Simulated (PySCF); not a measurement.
A structure optimised at PBE-D3(BJ)/def2-SVP, used in a PySCF frequency run:

```xyz
9

Ti     0.0000     0.0000     0.0312
Cl     1.9034     1.0989    -0.2928
Cl     0.0000     0.0000     2.2374
Cl    -1.9034     1.0989    -0.2928
Cl     0.0000    -2.1979    -0.2928
N      0.0000     0.0000    -2.2685
H      0.8322    -0.4805    -2.6371
H      0.0000     0.9609    -2.6371
H     -0.8322    -0.4805    -2.6371
```
Charge 0, spin multiplicity 1.

### Question
Write its SMILES, formula and point group.

### Answer
[NH3]->[Ti]([Cl])([Cl])([Cl])[Cl], Cl₄H₃NTi, C3v

### Question
What are its rotational constants (standard atomic weights)?

### Answer
0.97842, 0.94019, 0.94019 GHz
